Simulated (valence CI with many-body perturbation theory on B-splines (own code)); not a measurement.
## Ba VII: what each term of the Hamiltonian does

Computed by valence CI with perturbative core correlation (CI+MBPT): four valence electrons over a frozen Dirac-Fock core [Kr] 4d10, a basis of 8 s, 8 p, 9 d, 9 f, 6 g, 3 h, 2 i functions for each j, with the one-electron correlation potential Σ1 (screened to all orders), the two-electron term Σ2, the three-electron term Σ3, Breit, model QED; selected single and double excitations, second order for the rest, scaled by the run's own slope (own B-spline code, finite nucleus).

Set against measurement, 25 paired levels are off by 308 cm⁻¹ on average, the worst by 741. These come from a selection out of Sansonetti and Curry, J. Phys. Chem. Ref. Data 39, 043103 (2010). Levels without a partner in it may be off by more, other configurations by several thousand cm⁻¹. 1 measured level below the end of the list, from 223820 cm⁻¹ on, found no clear computed partner.

Each rung adds one term. CI alone is the Dirac-Coulomb CI over the frozen core; QED comes last and gives the full result, which names the levels. Energies are above 5s²5p² ³P_0 on the same rung, in cm⁻¹.

Names give the largest LS component (configuration and term), which can be under half, so a name can repeat, a term be missing and a line seem to break the LS rules; names also repeat where a configuration has a term twice. Letters in brackets count levels of one name in rising energy.

```
            Level  CI alone     Σ1      Σ2    Σ3  Breit   QED    Full
      5s²5p² ³P_1     14673   +717    +277   +38   -251   +34   15486
      5s²5p² ³P_2     20776   +811     +84   +83   -283   +36   21507
      5s²5p² ¹D_2     41132  +1555    +181  +120   -527   +67   42526
      5s²5p² ¹S_0     60402  +1722    -445   -65   -504   +61   61171
      5s5p³ ⁵S°_2    114798  +2825   +4663   +95   -179  -395  121807
      5s5p³ ³D°_1    143927  +3099   +1831   +87   -174  -372  148399
 4f5s²5p ³G_3 [a]    165190  -4622  -10487   -11  -1057   -83  148930
      5s5p³ ³D°_2    145373  +3243   +2340  +102   -253  -363  150442
     4f5s²5p ³F_3    168625  -4392  -10519   +32  -1181   -75  152490
     4f5s²5p ³F_2    170130  -4651  -10510  -6.3  -1081   -81  153800
     4f5s²5p ³G_4    170132  -4343  -10284  -171  -1203   -74  154056
      5s5p³ ³D°_3    151265  +3511   +2409  +140   -356  -351  156618
 4f5s²5p ³G_3 [b]    183968  -3882  -10100  +107  -1318   -50  168725
     4f5s²5p ³F_4    186156  -3709  -10008   -16  -1397   -46  170981
      5s5p³ ³P°_0    168179  +3665   +1190   -12   -329  -354  172339
     4f5s²5p ³G_5    188683  -3460   -9975  -314  -1445   -41  173448
      5s5p³ ³P°_1    170383  +3786    +942  +2.6   -373  -347  174393
     4f5s²5p ³D_3    191215  -3668  -10538  -209  -1415   -47  175338
      5s5p³ ³P°_2    171335  +3891    +816   +52   -401  -313  175381
     4f5s²5p ³D_2    192725  -3898  -10679  -318  -1311   -53  176465
     4f5s²5p ³D_1    195536  -3834  -10842  -395  -1311   -54  179099
     4f5s²5p ¹G_4    199264  -3874  -10001  -673  -1382   -53  183280
     4f5s²5p ¹D_2    203828  -3639  -10444  -892  -1431   -47  187375
      5s5p³ ¹D°_2    187968  +4464    +535   +94   -577  -240  192245
      5s5p³ ³S°_1    203039  +3799   -9126  -117   -261  -373  196960
    5s²5p5d ³F°_2    202860  +4622    -437  +313   -519   -39  206799
    5s²5p5d ³F°_3    209367  +4919    -140  +314   -621  +5.2  213844
      5s5p³ ¹P°_1    222688  +4692   -6490   -34   -549  -277  220030
5s²5p5d ³P°_2 [a]    225540  +4776   -5579  +150   -522   -54  224310
    5s²5p5d ³D°_1    228662  +4771   -6259   +87   -509   -56  226696
    5s²5p5d ³F°_4    222992  +5553    +489  +328   -858   +39  228543
```

The middle columns are the shifts that each term adds.

Task: How does the ionisation energy move along the ladder, and which term matters most?

Result: CI alone 86.612, + Σ1 88.017, + Σ2 87.575, + Σ3 87.544, + Breit 87.480, + QED 87.488 eV. The largest step is Σ1, 1.405 eV. NIST lists 86 ± 2 eV (theoretical).
